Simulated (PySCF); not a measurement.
PySCF input for SnHBr, SMILES [Br][SnH] (connectivity only; charge and spin as stated), neutral, multiplicity 1, TDDFT-PBE0/def2-TZVPD. Geometry optimised at PBE0-D3(BJ)/def2-TZVP. The def2 effective core potentials stand for the cores of Sn; spin–orbit coupling is left out.

```python
import numpy as np
from pyscf import gto, scf, dft, tdscf

mol = gto.M(
    atom='''
    Sn    0.03637564    1.02520504    0.00000000
    H    -1.73632998    1.14498916    0.00000000
    Br   -0.00235577   -1.49729260    0.00000000
    ''',
    basis='def2-TZVPD',
    ecp={'Sn': 'def2-tzvp'},
    charge=0,
    spin=0,
    symmetry=True,
    max_memory=1600,
    verbose=4,
)
mf = dft.RKS(mol, xc='pbe0').density_fit(auxbasis='def2-universal-jkfit')
mf.grids.level = 3
mf.conv_tol = 1e-9
mf.max_cycle = 100
mf.kernel()
mf.grids = dft.Grids(mol).set(level=1).build(with_non0tab=True)  # coarser grid for the response kernel
td = tdscf.TDDFT(mf)
td.singlet = True
td.nstates = 10
td.conv_tol = 1e-4
td.kernel(x0=td.get_init_guess(mf, 15))
td.analyze()
tt = tdscf.TDA(mf)
tt.singlet = False
tt.nstates = 4
tt.conv_tol = 1e-4
tt.kernel(x0=tt.get_init_guess(mf, 9))
tt.analyze(verbose=3)
```

Output:

```
PySCF version 2.14.0

[INPUT] verbose = 4
[INPUT] num. atoms = 3
[INPUT] num. electrons = 58
[INPUT] charge = 0
[INPUT] spin (= nelec alpha-beta = 2S) = 0
[INPUT] symmetry True subgroup None
[INPUT] Mole.unit = angstrom
[INPUT] Symbol           X                Y                Z      unit          X                Y                Z       unit  Magmom
[INPUT]  1 Sn     0.036375640000   1.025205040000   0.000000000000 AA    0.068739997206   1.937356747124   0.000000000000 Bohr   0.0
[INPUT]  2 H     -1.736329980000   1.144989160000   0.000000000000 AA   -3.281188124072   2.163715927996   0.000000000000 Bohr   0.0
[INPUT]  3 Br    -0.002355770000  -1.497292600000   0.000000000000 AA   -0.004451760112  -2.829472942338   0.000000000000 Bohr   0.0

nuclear repulsion = 173.926604600049
point group symmetry = Cs
symmetry origin: [1.53814918e-09 3.51576942e-09 0.00000000e+00]
symmetry axis x: [ 1.00000000e+00 -1.25625748e-09  0.00000000e+00]
symmetry axis y: [1.25625748e-09 1.00000000e+00 0.00000000e+00]
symmetry axis z: [0. 0. 1.]
num. orbitals of irrep A' = 82
num. orbitals of irrep A" = 40
number of shells = 42
number of NR pGTOs = 220
number of NR cGTOs = 122
basis = def2-TZVPD
ecp = {'Sn': 'def2-tzvp'}


******** <class 'pyscf.df.df_jk.DFSymAdaptedRKS'> ********
method = DFSymAdaptedRKS
initial guess = minao
damping factor = 0
level_shift factor = 0
DIIS = <class 'pyscf.scf.diis.CDIIS'>
diis_start_cycle = 1
diis_space = 8
diis_damp = 0
SCF conv_tol = 1e-09
SCF conv_tol_grad = None
SCF max_cycles = 100
direct_scf = False
XC library pyscf.dft.libxc version 7.1.2
    S. Lehtola, C. Steigemann, M. J. T. Oliveira, and M. A. L. Marques,  SoftwareX 7, 1–5 (2018)
XC functionals = pbe0
    C. Adamo and V. Barone,  J. Chem. Phys. 110, 6158 (1999)
    M. Ernzerhof and G. E. Scuseria,  J. Chem. Phys. 110, 5029 (1999)
radial grids:
    Treutler-Ahlrichs [JCP 102, 346 (1995); DOI:10.1063/1.469408] (M4) radial grids

becke partition: Becke, JCP 88, 2547 (1988); DOI:10.1063/1.454033
pruning grids: <function nwchem_prune>
grids dens level: 3
symmetrized grids: True
atomic radii adjust function: <function treutler_atomic_radii_adjust>
small_rho_cutoff = 0
Freeze 0 electrons in irreps []
    58 free electrons in irreps A' A"
Set gradient conv threshold to 3.16228e-05
Initial guess from minao.
tot grids = 52192
******** <class 'pyscf.df.df.DF'> ********
auxbasis = def2-universal-jkfit
init E= -2750.84753493151
HOMO (A') = -0.57847830718702  LUMO (A") = -0.558636799014984  gap/eV = 0.53991
cycle= 1 E= -2786.53137178801  delta_E= -35.7  |g|= 3.06  |ddm|= 30.8
HOMO (A') = -0.0395837570399846  LUMO (A") = -0.0164516676411998  gap/eV = 0.62946
cycle= 2 E= -2730.59381725023  delta_E= 55.9  |g|= 10.9  |ddm|= 14.4
HOMO (A') = -0.269549964817131  LUMO (A") = -0.135132774418715  gap/eV = 3.65768
cycle= 3 E= -2788.65180888838  delta_E= -58.1  |g|= 0.81  |ddm|= 12.4
HOMO (A') = -0.195387261124417  LUMO (A") = -0.0754116640858697  gap/eV = 3.26470
cycle= 4 E= -2788.74504895376  delta_E= -0.0932  |g|= 0.662  |ddm|=  1.4
HOMO (A') = -0.240791476297588  LUMO (A") = -0.103214292800402  gap/eV = 3.74367
cycle= 5 E= -2788.79954868845  delta_E= -0.0545  |g|= 0.0816  |ddm|= 0.583
HOMO (A') = -0.257627593592245  LUMO (A") = -0.116188254089025  gap/eV = 3.84876
cycle= 6 E= -2788.80147516183  delta_E= -0.00193  |g|= 0.0309  |ddm|= 0.16
HOMO (A') = -0.257316624190746  LUMO (A") = -0.116125236556442  gap/eV = 3.84201
cycle= 7 E= -2788.80163588227  delta_E= -0.000161  |g|= 0.00798  |ddm|= 0.0361
HOMO (A') = -0.256377875655095  LUMO (A") = -0.11520082644487  gap/eV = 3.84162
cycle= 8 E= -2788.8016489559  delta_E= -1.31e-05  |g|= 0.00165  |ddm|= 0.0103
HOMO (A') = -0.256398001685953  LUMO (A") = -0.115159352886124  gap/eV = 3.84330
cycle= 9 E= -2788.80164949467  delta_E= -5.39e-07  |g|= 0.000339  |ddm|= 0.00158
HOMO (A') = -0.256383511755226  LUMO (A") = -0.115119440799681  gap/eV = 3.84399
cycle= 10 E= -2788.80164953542  delta_E= -4.08e-08  |g|= 0.000117  |ddm|= 0.000582
HOMO (A') = -0.256382510571219  LUMO (A") = -0.115127162624766  gap/eV = 3.84375
cycle= 11 E= -2788.80164954109  delta_E= -5.67e-09  |g|= 1.27e-05  |ddm|= 0.000212
HOMO (A') = -0.256382761413326  LUMO (A") = -0.115127352406539  gap/eV = 3.84376
cycle= 12 E= -2788.80164954115  delta_E= -6.18e-11  |g|= 6.32e-06  |ddm|= 2.46e-05
HOMO (A') = -0.256382199958852  LUMO (A") = -0.115126840119501  gap/eV = 3.84375
Extra cycle  E= -2788.80164954115  delta_E=    0  |g|= 6.26e-06  |ddm|= 1.21e-05
converged SCF energy = -2788.80164954115
tot grids = 17832


******** <class 'pyscf.tdscf.rks.TDDFT'> for <class 'pyscf.df.df_jk.DFSymAdaptedRKS'> ********
nstates = 10 singlet
deg_eia_thresh = 1.000e-03
wfnsym = None
conv_tol = 0.0001
eigh lindep = 1e-12
eigh level_shift = 0
eigh max_cycle = 100


Excitation energies (eV)
[2.57563474 4.01174437 4.38468289 4.71935694 4.83125498 5.98816825
 6.13231166 6.27150509 6.89938314 7.32098211]

** Singlet excitation energies and oscillator strengths **
Excited State   1:   A"      2.57563 eV    481.37 nm  f=0.0105
      29 -> 30       -0.70658
Excited State   2:   A"      4.01174 eV    309.05 nm  f=0.0076
      28 -> 30        0.70577
Excited State   3:   A'      4.38468 eV    282.77 nm  f=0.0121
      27 -> 30        0.65860
      29 -> 31       -0.23410
Excited State   4:   A"      4.71936 eV    262.71 nm  f=0.0019
      26 -> 30       -0.70545
Excited State   5:   A'      4.83125 eV    256.63 nm  f=0.0949
      27 -> 30       -0.21183
      28 -> 31        0.10925
      29 -> 31       -0.65464
Excited State   6:   A'      5.98817 eV    207.05 nm  f=0.1173
      28 -> 31        0.19406
      29 -> 32        0.66651
Excited State   7:   A"      6.13231 eV    202.18 nm  f=0.0115
      27 -> 31       -0.70316
Excited State   8:   A'      6.27151 eV    197.69 nm  f=0.1052
      26 -> 31       -0.19295
      28 -> 31       -0.63542
      29 -> 32        0.18090
Excited State   9:   A'      6.89938 eV    179.70 nm  f=0.1242
      29 -> 32        0.11603
      29 -> 33       -0.66363
Excited State  10:   A'      7.32098 eV    169.35 nm  f=0.2504
      26 -> 31       -0.43783
      28 -> 31        0.12151
      28 -> 32       -0.37228
      29 -> 36        0.33965

** Transition electric dipole moments (AU) **
state          X           Y           Z        Dip. S.      Osc.
  1         0.0000      0.0000     -0.4080      0.1665      0.0105
  2        -0.0000      0.0000      0.2780      0.0773      0.0076
  3        -0.0354      0.3336     -0.0000      0.1125      0.0121
  4         0.0000     -0.0000      0.1287      0.0166      0.0019
  5        -0.1332     -0.8852      0.0000      0.8014      0.0949
  6         0.8348      0.3202     -0.0000      0.7995      0.1173
  7        -0.0000      0.0000      0.2768      0.0766      0.0115
  8         0.4774     -0.6761      0.0000      0.6850      0.1052
  9         0.8570     -0.0233     -0.0000      0.7349      0.1242
 10        -0.4191      1.1047     -0.0000      1.3960      0.2504

WARN: ECP detected. Skipping calculation of transition velocity and magnetic dipole moments, which have not yet been implemented.



******** <class 'pyscf.tdscf.rks.TDA'> for <class 'pyscf.df.df_jk.DFSymAdaptedRKS'> ********
nstates = 4 triplet
deg_eia_thresh = 1.000e-03
wfnsym = None
conv_tol = 0.0001
eigh lindep = 1e-12
eigh level_shift = 0
eigh max_cycle = 100


Excitation energies (eV)
[1.81146853 3.71526529 3.71909347 4.06070636]

** Triplet excitation energies and oscillator strengths **
Excited State   1:   A"      1.81147 eV    684.44 nm  f=0.0000
Excited State   2:   A'      3.71527 eV    333.72 nm  f=0.0000
Excited State   3:   A"      3.71909 eV    333.37 nm  f=0.0000
Excited State   4:   A'      4.06071 eV    305.33 nm  f=0.0000
```

Self-consistency was reached.

Cost: around 90 core-seconds (rough).
